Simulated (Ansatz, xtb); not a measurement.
Stretching the In1–I4 bond in H2IIn (SMILES [InH2][I]) (multiplicity 1 held, fragments rigid). Energies count from the point at 2.700 Å.
Geometry at that point (charge 0, multiplicity 1):
```xyz
4

In    -0.72639    -1.13552     0.19956
H     -0.06962    -2.17410     1.39445
H     -2.11915    -1.24747    -0.79314
I      0.71286     1.11438    -0.19584
```

Restricted levels (R-, RO-) in cc, def2 and unpolarised 6-31G sets keep to the state of the molecule at rest. Active spaces are followed from a long bond inwards. Left out are points that failed, MP2 points in a non-variational dive below the minimum, coupled-cluster points behind a sign of a changed root (a jump of the amplitudes, or a one-step jump against full CI or MRCI), small-basis points behind a change of solution, and semi-empirical points at long bonds. Levels need not reach the same state.

Correlated levels freeze the cores. Filled d and f shells under p-block atoms count as core.

Run with Ansatz (Gaussian orbitals); xtb for the GFN methods. Each number belongs to the level named beside it. In def2 rows elements past Kr take small-core potentials, without spin–orbit coupling. The GFN methods have no spin term and hold the electronic entropy of 300 K.

Energies in kcal/mol.

```json
[
 {"R (Å)": "2.160", "GFN2-xTB": "131.5", "R-PBE/def2-TZVPP": "58.3", "R-MP2/def2-TZVPP": "64.3", "FIC-MRCISD+Q on CASSCF(6,4)/def2-TZVPP": "64.9"},
 {"R (Å)": "2.430", "GFN2-xTB": "14.8", "R-PBE/def2-TZVPP": "9.7", "R-MP2/def2-TZVPP": "11.1", "FIC-MRCISD+Q on CASSCF(6,4)/def2-TZVPP": "11.5"},
 {"R (Å)": "2.700", "GFN2-xTB": "0.0", "R-PBE/def2-TZVPP": "0.0", "R-MP2/def2-TZVPP": "0.0", "FIC-MRCISD+Q on CASSCF(6,4)/def2-TZVPP": "0.0"},
 {"R (Å)": "2.970", "GFN2-xTB": "7.7", "R-PBE/def2-TZVPP": "5.3", "R-MP2/def2-TZVPP": "5.7", "FIC-MRCISD+Q on CASSCF(6,4)/def2-TZVPP": "5.1"},
 {"R (Å)": "3.240", "GFN2-xTB": "20.6", "R-PBE/def2-TZVPP": "15.5", "R-MP2/def2-TZVPP": "17.1", "FIC-MRCISD+Q on CASSCF(6,4)/def2-TZVPP": "16.0"},
 {"R (Å)": "3.645", "GFN2-xTB": "39.6", "R-PBE/def2-TZVPP": "31.9", "R-MP2/def2-TZVPP": "35.9", "FIC-MRCISD+Q on CASSCF(6,4)/def2-TZVPP": "34.0"},
 {"R (Å)": "4.050", "GFN2-xTB": "54.2", "R-PBE/def2-TZVPP": "45.7", "R-MP2/def2-TZVPP": "52.8", "FIC-MRCISD+Q on CASSCF(6,4)/def2-TZVPP": "49.8"},
 {"R (Å)": "4.725", "GFN2-xTB": "68.1", "R-PBE/def2-TZVPP": "61.3", "R-MP2/def2-TZVPP": "74.4", "FIC-MRCISD+Q on CASSCF(6,4)/def2-TZVPP": "68.0"},
 {"R (Å)": "5.400", "GFN2-xTB": "73.9", "R-PBE/def2-TZVPP": "69.9", "R-MP2/def2-TZVPP": "88.9", "FIC-MRCISD+Q on CASSCF(6,4)/def2-TZVPP": "75.1"},
 {"R (Å)": "6.210", "GFN2-xTB": "76.6", "R-PBE/def2-TZVPP": "75.1", "R-MP2/def2-TZVPP": "99.0", "FIC-MRCISD+Q on CASSCF(6,4)/def2-TZVPP": "76.8"},
 {"R (Å)": "7.290", "GFN2-xTB": "77.9", "R-PBE/def2-TZVPP": "78.0", "R-MP2/def2-TZVPP": "103.7", "FIC-MRCISD+Q on CASSCF(6,4)/def2-TZVPP": "77.2"},
 {"R (Å)": "8.640", "GFN2-xTB": "left out", "R-PBE/def2-TZVPP": "79.5", "R-MP2/def2-TZVPP": "101.9", "FIC-MRCISD+Q on CASSCF(6,4)/def2-TZVPP": "77.3"}
]
```

Doubts at one or more of the structures used: a restricted determinant that unrestricted orbitals would lower (R-PBE/def2-TZVPP, R-MP2/def2-TZVPP); active orbitals that take no part (FIC-MRCISD+Q on CASSCF(6,4)/def2-TZVPP).

Ansatz is a program for electronic structure.
